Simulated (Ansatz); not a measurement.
Input for Ansatz (a first-principles code): U-CCSD(T)/aug-cc-pVTZ on BeFHO (SMILES [OH][Be][F]), a point of a bond scan (R = 2.194 Å).

Ansatz 0.2 input:
```yaml
crystal:
  periodic: [false, false, false]
  atoms:
    - {symbol: Be, position_ang: [0.02934244, 0.01481768, -0.02556009]}
    - {symbol: F, position_ang: [0.98280109, 0.52800817, -0.89505489]}
    - {symbol: O, position_ang: [-0.99864586, -0.46736623, 0.82454057]}
    - {symbol: H, position_ang: [-0.94060950, -1.85897695, 2.51933984]}
basis:
  gaussian:
    orbitals: aug-cc-pVTZ
correlation: {method: ccsd_t, electrons: outside_noble_gas}
scf: {omitted_lower_state_checks: [cluster_reference]}
magnetization: {spin_polarized: true, initial_magnetization: 0}
```

The head of its log:

```
WARN ansatz: RAYON_NUM_THREADS=1 ignored (pool sized by the plan → 1); use --threads N
Functional definition: HF
these checks for a lower state are left out or cut short: cluster_reference
integrals: 0.71 GiB planned
975 factors; integrals over basis functions are off by at most 9.3e-4 eV
mean field: 0.42 GiB planned
mean field evaluation 1: about -5148.3913 eV, gradient 4.0e1 eV
mean field evaluation 2: about -5148.3917 eV, gradient 4.0e1 eV
mean field evaluation 4: about -5155.4521 eV, gradient 7.4e0 eV
mean field evaluation 8: about -5155.8893 eV, gradient 1.5e-1 eV
mean field evaluation 16: about -5155.8899 eV, gradient 8.1e-3 eV
mean field evaluation 32: about -5159.1862 eV, gradient 2.3e-4 eV
mean field evaluation 64: about -5159.1233 eV, gradient 2.1e-1 eV
mean field evaluation 96: about -5159.1835 eV, gradient 5.3e-2 eV
mean field evaluation 128: about -5159.1702 eV, gradient 1.4e0 eV
mean field -5159.18622085 eV, -189.5965965941 hartree, gradient 2.1e-6 eV, S^2 0.970906; 11 other end points of the search recorded, 0 dependent functions left out
3 core orbitals not correlated
reference -5159.18622085 eV, -189.5965965941 hartree; 8, 8 occupied and 150, 150 virtual orbitals, 975 factors
```

Task: Give the final energy of this run.

Result: -190.1226 hartree (reference determinant -189.5966, T1 diagnostic 0.029). Its determinant has ⟨S²⟩ = 0.97, a mixture of spin states.
